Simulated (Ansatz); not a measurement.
Ansatz (a first-principles code) input:

Ansatz 0.2 input:
```yaml
crystal:
  periodic: [false, false, false]
  atoms:
    - {symbol: Se, position_ang: [-0.00714019, -0.52742463, 0.13462964]}
    - {symbol: F, position_ang: [1.96234136, -0.38887157, 0.05065353]}
    - {symbol: F, position_ang: [0.04350216, 1.23713966, -0.35404714]}
    - {symbol: F, position_ang: [-1.96471962, -0.26063045, 0.10677999]}
basis:
  gaussian:
    orbitals: def2-TZVP
hamiltonian:
  xc: b3lyp
  dispersion: d3bj
total_charge: -1
relax: {f_tol: 0.002, max_steps: 150}
```

Question: Which total energy does the run end on?

Answer: -2701.31589 Eh (B3LYP-D3(BJ)/def2-TZVP). The basis has 141 functions.
